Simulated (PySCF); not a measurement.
PySCF input file for C6H7, SMILES [C]1C=CCCC=1, multiplicity 2, TDA-LC-ωPBE/def2-SVPD. Coordinates come from a PBE-D3(BJ)/def2-SVP optimisation. The isomer is the one that the SMILES or the coordinates give; other isomers of the formula were not compared. Other conformers were not sampled.

```python
import numpy as np
from pyscf import gto, scf, dft, tdscf

mol = gto.M(
    atom='''
    C     0.61531552   -1.24232849    0.44264142
    C    -0.71934156   -1.25194015    0.37232428
    C    -1.36029837   -0.04865849   -0.32318267
    C    -0.54277698    1.23106825   -0.07072153
    C     0.94347279    1.02270442   -0.25174853
    C     1.50211641   -0.19371195    0.00717305
    H    -1.35024314   -2.07654536    0.74382021
    H    -1.41421945   -0.25656330   -1.41899504
    H    -2.40620923    0.08865675    0.01911389
    H    -0.90506870    2.05056672   -0.72429080
    H    -0.71543509    1.58136433    0.97728324
    H     1.57607960    1.87608944   -0.54849106
    H     2.58416925   -0.36637022   -0.10735644
    ''',
    basis='def2-SVPD',
    charge=0,
    spin=1,
    max_memory=1600,
    verbose=4,
)
mf = dft.UKS(mol, xc='lc_wpbe').density_fit(auxbasis='def2-universal-jkfit')
mf.grids.level = 3
mf.conv_tol = 1e-9
mf.max_cycle = 100
mf.kernel()
fine, coarse = mf.grids, dft.Grids(mol).set(level=1).build(with_non0tab=True)
for _ in range(3):  # follow internal instabilities
    mf.grids = coarse
    mo, _, stable, _ = mf.stability(return_status=True, nroots=4)
    mf.grids = fine
    if stable:
        break
    mf.kernel(mf.make_rdm1(mo, mf.mo_occ))
mf.grids = dft.Grids(mol).set(level=1).build(with_non0tab=True)  # coarser grid for the response kernel
td = tdscf.TDA(mf)
td.nstates = 10
td.conv_tol = 1e-4
td.positive_eig_threshold = 1e-6
td.kernel(x0=td.get_init_guess(mf, 15))
td.analyze()
```

It prints:

```
PySCF version 2.14.0

[INPUT] verbose = 4
[INPUT] num. atoms = 13
[INPUT] num. electrons = 43
[INPUT] charge = 0
[INPUT] spin (= nelec alpha-beta = 2S) = 1
[INPUT] symmetry False subgroup None
[INPUT] Mole.unit = angstrom
[INPUT] Symbol           X                Y                Z      unit          X                Y                Z       unit  Magmom
[INPUT]  1 C      0.615315520000  -1.242328490000   0.442641420000 AA    1.162777812994  -2.347660602844   0.836471055189 Bohr   0.0
[INPUT]  2 C     -0.719341560000  -1.251940150000   0.372324280000 AA   -1.359358538417  -2.365824007847   0.703590918726 Bohr   0.0
[INPUT]  3 C     -1.360298370000  -0.048658490000  -0.323182670000 AA   -2.570591366992  -0.091951219735  -0.610726734506 Bohr   0.0
[INPUT]  4 C     -0.542776980000   1.231068250000  -0.070721530000 AA   -1.025699838919   2.326381833148  -0.133644322810 Bohr   0.0
[INPUT]  5 C      0.943472790000   1.022704420000  -0.251748530000 AA    1.782905179079   1.932631260182  -0.475735773962 Bohr   0.0
[INPUT]  6 C      1.502116410000  -0.193711950000   0.007173050000 AA    2.838588622115  -0.366062532555   0.013555099978 Bohr   0.0
[INPUT]  7 H     -1.350243140000  -2.076545360000   0.743820210000 AA   -2.551589736173  -3.924102015636   1.405616482816 Bohr   0.0
[INPUT]  8 H     -1.414219450000  -0.256563300000  -1.418995040000 AA   -2.672487440533  -0.484834370615  -2.681511997716 Bohr   0.0
[INPUT]  9 H     -2.406209230000   0.088656750000   0.019113890000 AA   -4.547076443101   0.167536976594   0.036120017275 Bohr   0.0
[INPUT] 10 H     -0.905068700000   2.050566720000  -0.724290800000 AA   -1.710331966916   3.875009500948  -1.368711246542 Bohr   0.0
[INPUT] 11 H     -0.715435090000   1.581364330000   0.977283240000 AA   -1.351976380004   2.988345486856   1.846797669728 Bohr   0.0
[INPUT] 12 H      1.576079600000   1.876089440000  -0.548491060000 AA    2.978358794514   3.545295226789  -1.036497885172 Bohr   0.0
[INPUT] 13 H      2.584169250000  -0.366370220000  -0.107356440000 AA    4.883372142023  -0.692339375997  -0.202874269308 Bohr   0.0

nuclear repulsion = 208.612107213263
number of shells = 76
number of NR pGTOs = 250
number of NR cGTOs = 176
basis = def2-SVPD
ecp = {}


[settings echo left out]
init E= -233.3616036436
  alpha nocc = 22  HOMO = -0.180259500348759  LUMO = -0.0604145229911248
  beta  nocc = 21  HOMO = -0.235222120410123  LUMO = -0.180259500348759

WARN: HOMO -0.180259500348759 >= LUMO -0.180259500348759

cycle= 1 E= -232.378396061479  delta_E= 0.983  |g|= 0.17  |ddm|= 4.53
  alpha nocc = 22  HOMO = -0.315356882484001  LUMO = 0.0523794311198884
  beta  nocc = 21  HOMO = -0.315549364892223  LUMO = 0.00847975429920833
  HOMO = -0.315356882484  LUMO = 0.00847975429921  gap/eV = 8.81204
cycle= 2 E= -232.407537741152  delta_E= -0.0291  |g|= 0.0696  |ddm|= 0.835
  alpha nocc = 22  HOMO = -0.329007189244463  LUMO = 0.0477784934121361
  beta  nocc = 21  HOMO = -0.326940979702487  LUMO = -0.000927097315485348
  HOMO = -0.326940979702  LUMO = -0.000927097315485  gap/eV = 8.87129
cycle= 3 E= -232.411532441547  delta_E= -0.00399  |g|= 0.0463  |ddm|= 0.493
  alpha nocc = 22  HOMO = -0.326193706319736  LUMO = 0.0526925075083318
  beta  nocc = 21  HOMO = -0.323889998202647  LUMO = 0.0156640491305904
  HOMO = -0.323889998203  LUMO = 0.0156640491306  gap/eV = 9.23974
cycle= 4 E= -232.413369435631  delta_E= -0.00184  |g|= 0.0151  |ddm|= 0.146
  alpha nocc = 22  HOMO = -0.324700657839085  LUMO = 0.054209918185403
  beta  nocc = 21  HOMO = -0.322483825820907  LUMO = 0.0187385655402399
  HOMO = -0.322483825821  LUMO = 0.0187385655402  gap/eV = 9.28513
cycle= 5 E= -232.413781484918  delta_E= -0.000412  |g|= 0.00905  |ddm|= 0.0805
  alpha nocc = 22  HOMO = -0.325517002679131  LUMO = 0.0537914184552313
  beta  nocc = 21  HOMO = -0.323824029370408  LUMO = 0.0198579450510281
  HOMO = -0.32382402937  LUMO = 0.019857945051  gap/eV = 9.35206
cycle= 6 E= -232.414024505593  delta_E= -0.000243  |g|= 0.00537  |ddm|= 0.0534
  alpha nocc = 22  HOMO = -0.32541856387298  LUMO = 0.0539408938168
  beta  nocc = 21  HOMO = -0.324141203354717  LUMO = 0.0205267850245598
  HOMO = -0.324141203355  LUMO = 0.0205267850246  gap/eV = 9.37889
cycle= 7 E= -232.41417711406  delta_E= -0.000153  |g|= 0.00414  |ddm|= 0.0346
  alpha nocc = 22  HOMO = -0.324969521845161  LUMO = 0.0543968342090708
  beta  nocc = 21  HOMO = -0.3243477814623  LUMO = 0.0212455503920599
  HOMO = -0.324347781462  LUMO = 0.0212455503921  gap/eV = 9.40407
cycle= 8 E= -232.414305673801  delta_E= -0.000129  |g|= 0.0032  |ddm|= 0.0341
  alpha nocc = 22  HOMO = -0.325114559918564  LUMO = 0.0544837026113818
  beta  nocc = 21  HOMO = -0.324977306698704  LUMO = 0.021348665948639
  HOMO = -0.324977306699  LUMO = 0.0213486659486  gap/eV = 9.42401
cycle= 9 E= -232.414404226045  delta_E= -9.86e-05  |g|= 0.00218  |ddm|= 0.0356
  alpha nocc = 22  HOMO = -0.325122601587666  LUMO = 0.0547672310668119
  beta  nocc = 21  HOMO = -0.325328088859188  LUMO = 0.0216015316546629
[...]
  alpha nocc = 22  HOMO = -0.325786576785853  LUMO = 0.0555245806612485
  beta  nocc = 21  HOMO = -0.325657705742553  LUMO = 0.0221607670842898
  HOMO = -0.325657705743  LUMO = 0.0221607670843  gap/eV = 9.46462
cycle= 15 E= -232.414506571345  delta_E= -2.4e-07  |g|= 0.000111  |ddm|= 0.00242
  alpha nocc = 22  HOMO = -0.325795540776069  LUMO = 0.0555432816188288
  beta  nocc = 21  HOMO = -0.325651295305597  LUMO = 0.0221656569328585
  HOMO = -0.325651295306  LUMO = 0.0221656569329  gap/eV = 9.46458
cycle= 16 E= -232.414506599737  delta_E= -2.84e-08  |g|= 6.5e-05  |ddm|= 0.000891
  alpha nocc = 22  HOMO = -0.325802368126252  LUMO = 0.0555463177036861
  beta  nocc = 21  HOMO = -0.325652766298669  LUMO = 0.0221587164696255
  HOMO = -0.325652766299  LUMO = 0.0221587164696  gap/eV = 9.46443
cycle= 17 E= -232.414506612291  delta_E= -1.26e-08  |g|= 3.63e-05  |ddm|= 0.000444
  alpha nocc = 22  HOMO = -0.325806530204663  LUMO = 0.055547302751235
  beta  nocc = 21  HOMO = -0.325651337403537  LUMO = 0.0221557386603264
  HOMO = -0.325651337404  LUMO = 0.0221557386603  gap/eV = 9.46431
cycle= 18 E= -232.41450661565  delta_E= -3.36e-09  |g|= 2.34e-05  |ddm|= 0.000228
  alpha nocc = 22  HOMO = -0.3258053922459  LUMO = 0.0555501440431514
  beta  nocc = 21  HOMO = -0.325647972995433  LUMO = 0.0221568228423754
  HOMO = -0.325647972995  LUMO = 0.0221568228424  gap/eV = 9.46425
cycle= 19 E= -232.414506617394  delta_E= -1.74e-09  |g|= 1.69e-05  |ddm|= 0.000118
  alpha nocc = 22  HOMO = -0.325807458595553  LUMO = 0.0555507526365688
  beta  nocc = 21  HOMO = -0.325645951165845  LUMO = 0.0221549928687681
  HOMO = -0.325645951166  LUMO = 0.0221549928688  gap/eV = 9.46415
cycle= 20 E= -232.414506624428  delta_E= -7.03e-09  |g|= 1.08e-05  |ddm|= 0.000119
  alpha nocc = 22  HOMO = -0.325808713508711  LUMO = 0.0555505656860884
  beta  nocc = 21  HOMO = -0.325645174043969  LUMO = 0.0221545259615095
  HOMO = -0.325645174044  LUMO = 0.0221545259615  gap/eV = 9.46411
cycle= 21 E= -232.414506624871  delta_E= -4.43e-10  |g|= 7.59e-06  |ddm|= 6.44e-05
  alpha nocc = 22  HOMO = -0.32580791189658  LUMO = 0.0555509323728409
  beta  nocc = 21  HOMO = -0.325644002950058  LUMO = 0.022155085984537
  HOMO = -0.32564400295  LUMO = 0.0221550859845  gap/eV = 9.46410
Extra cycle  E= -232.41450662506  delta_E= -1.89e-10  |g|= 6.52e-06  |ddm|= 2.5e-05
converged SCF energy = -232.41450662506  <S^2> = 0.81063921  2S+1 = 2.0597468
tot grids = 48384
uhf_internal: lowest eigs of H = [0.07700833 0.18420227 0.2317437  0.31055956]
<class 'pyscf.df.df_jk.DFUKS'> wavefunction is stable in the internal stability analysis
tot grids = 48384
Overwritten attributes  positive_eig_threshold  of <class 'pyscf.tdscf.uks.TDA'>


******** <class 'pyscf.tdscf.uks.TDA'> for <class 'pyscf.df.df_jk.DFUKS'> ********
nstates = 10
deg_eia_thresh = 1.000e-03
wfnsym = None
conv_tol = 0.0001
eigh lindep = 1e-12
eigh level_shift = 0
eigh max_cycle = 100


Excitation energies (eV)
[2.67200773 3.0048542  4.29218271 4.84517808 5.36175075 5.72396635
 6.57728709 6.78908523 6.92028232 7.11804568]

** Excitation energies and oscillator strengths **
Excited State   1:      2.67201 eV    464.01 nm  f=0.0013
      22a ->   23a      0.42527
      20b ->   22b     -0.11727
      20b ->   23b     -0.10047
      21b ->   22b     -0.83546
      21b ->   23b      0.19407
Excited State   2:      3.00485 eV    412.61 nm  f=0.0024
      21a ->   23a     -0.12620
      22a ->   23a     -0.54308
      20b ->   22b     -0.22269
      21b ->   22b     -0.40327
      21b ->   23b     -0.63276
Excited State   3:      4.29218 eV    288.86 nm  f=0.0069
      21a ->   23a     -0.92866
      22a ->   23a      0.22838
      21b ->   22b      0.13168
Excited State   4:      4.84518 eV    255.89 nm  f=0.0044
      20a ->   23a      0.47829
      22a ->   23a     -0.12283
      22a ->   28a      0.12371
      22a ->   29a      0.24918
      22a ->   30a      0.19385
      22a ->   31a     -0.19309
      22a ->   38a     -0.10040
      20b ->   22b      0.43847
      20b ->   23b     -0.40139
      21b ->   29b      0.21638
      21b ->   30b     -0.11182
      21b ->   31b      0.20799
      21b ->   38b     -0.10986
Excited State   5:      5.36175 eV    231.24 nm  f=0.1801
      21a ->   23a     -0.24361
      22a ->   23a     -0.62520
      21b ->   22b     -0.16468
      21b ->   23b      0.67744
Excited State   6:      5.72397 eV    216.61 nm  f=0.0025
      20a ->   23a      0.18189
      21a ->   23a      0.10259
      20b ->   22b     -0.78950
      20b ->   23b     -0.39086
      20b ->   30b      0.10490
      21b ->   22b      0.22179
      21b ->   23b      0.15443
Excited State   7:      6.57729 eV    188.50 nm  f=0.0007
      19a ->   23a      0.11512
      14b ->   22b      0.11132
      14b ->   23b      0.10688
      15b ->   22b      0.27749
      17b ->   22b      0.15594
      18b ->   22b     -0.17165
      19b ->   22b      0.85339
      19b ->   23b     -0.18892
Excited State   8:      6.78909 eV    182.62 nm  f=0.0003
      20a ->   23a     -0.10150
      22a ->   24a     -0.71565
      22a ->   25a      0.11626
      22a ->   26a      0.13687
      20b ->   23b      0.10359
      21b ->   24b     -0.56726
      21b ->   26b      0.12204
Excited State   9:      6.92028 eV    179.16 nm  f=0.0056
      22a ->   24a     -0.57619
      22a ->   25a      0.12363
      22a ->   26a      0.10817
      20b ->   25b      0.10429
      21b ->   24b      0.72180
      21b ->   26b     -0.16769
Excited State  10:      7.11805 eV    174.18 nm  f=0.0004
      18a ->   23a     -0.13260
      19a ->   23a      0.65619
      14b ->   22b     -0.16280
      15b ->   22b     -0.15338
      15b ->   23b     -0.10962
      18b ->   23b      0.14840
      19b ->   22b     -0.13625
      19b ->   23b     -0.59648

** Transition electric dipole moments (AU) **
state          X           Y           Z        Dip. S.      Osc.
  1         0.0095     -0.1305     -0.0529      0.0199      0.0013
  2        -0.0205     -0.1736     -0.0435      0.0325      0.0024
  3         0.0427      0.2513      0.0329      0.0661      0.0069
  4        -0.0875     -0.1618      0.0561      0.0370      0.0044
  5        -0.5995     -0.9873      0.1913      1.3708      0.1801
  6        -0.0011      0.0763     -0.1086      0.0176      0.0025
  7        -0.0637     -0.0074      0.0215      0.0046      0.0007
  8         0.0112     -0.0337     -0.0235      0.0018      0.0003
  9        -0.1518      0.0807     -0.0584      0.0330      0.0056
 10         0.0437      0.0001     -0.0175      0.0022      0.0004

** Transition velocity dipole moments (imaginary part, AU) **
state          X           Y           Z        Dip. S.      Osc.
  1        -0.0034      0.0100     -0.0054      0.0001      0.0010
  2         0.0026      0.0041     -0.0031      0.0000      0.0002
  3         0.0030     -0.0068      0.0112      0.0002      0.0008
  4         0.0012     -0.0064      0.0066      0.0001      0.0003
  5         0.0019      0.0045      0.0112      0.0001      0.0005
  6         0.0078     -0.0029     -0.0056      0.0001      0.0003
  7         0.0098      0.0136      0.0078      0.0003      0.0009
  8         0.0083     -0.0097     -0.0052      0.0002      0.0005
  9        -0.0166      0.0088     -0.0119      0.0005      0.0013
 10        -0.0022     -0.0086     -0.0023      0.0001      0.0002

** Transition magnetic dipole moments (imaginary part, AU) **
state          X           Y           Z
  1         0.2348      0.1451      0.0190
  2         0.1887      0.1354      0.0729
  3         0.3305      0.0975     -0.2030
  4        -0.1784     -0.0527      0.2005
  5        -0.0952      0.3459      1.5677
  6         0.1982      0.0922     -0.1726
  7        -0.0118     -0.0848     -0.7411
  8        -0.0117     -0.1466     -0.1119
  9         0.4793     -0.3706      0.0951
 10        -0.0301      0.1403      0.3197
```

The calculation finished and met its thresholds.
